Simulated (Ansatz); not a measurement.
`O[SiH2][S][GeH3]`, 10 atoms. Total charge 0; spin multiplicity 1. Correlated methods include outer-core shells of Ge, which these sets cover unevenly. Scalar relativity is left out up to krypton. All runs use 4 threads of an INTEL XEON PLATINUM 8581C on a shared host. Correlated methods freeze the cores.

Question: Give the basis size and wall time and peak host memory of each of these runs in Ansatz. RHF-MP2/def2-QZVPP energy; RKS ωB97M-V/def2-TZVPP energy and forces; RKS ωB97M-V/def2-SVP energy; RHF-CCSD(T)/def2-SVP energy; RKS PBE0-D4/def2-TZVP frequencies; RKS ωB97M-V/def2-QZVPP energy; direct RPA on PBE orbitals/def2-TZVPP energy; RKS PBE0-D4/def2-SVP energy; RKS PBE0-D4/def2-QZVPP energy; RKS r2SCAN-D4/def2-TZVPP energy and forces; RHF-CCSD(T)/def2-TZVPP energy; RKS PBE0-D4/def2-TZVP relaxation (7 steps). (Best estimate.)

Answer: Ansatz gave: Other jobs shared the machine, so times are rough.

```tsv
level	job	functions	wall time	peak host memory (GiB)
RKS PBE0-D4/def2-SVP	energy	112	0.8 s	0.45
RKS ωB97M-V/def2-SVP	energy	112	2.5 s	0.45
RKS r2SCAN-D4/def2-TZVPP	energy and forces	247	2.5 s	0.39
direct RPA on PBE orbitals/def2-TZVPP	energy	247	2.8 s	0.57
RHF-CCSD(T)/def2-SVP	energy	112	3.1 s	0.52
RKS ωB97M-V/def2-TZVPP	energy and forces	247	7 s	1
RKS PBE0-D4/def2-QZVPP	energy	466	7.5 s	2.1
RKS ωB97M-V/def2-QZVPP	energy	466	14 s	2.4
RKS PBE0-D4/def2-TZVP	relaxation (7 steps)	189	16 s	0.6
RHF-MP2/def2-QZVPP	energy	466	20 s	2.8
RHF-CCSD(T)/def2-TZVPP	energy	247	73 s	4.8
RKS PBE0-D4/def2-TZVP	frequencies	189	80 s	0.6
```
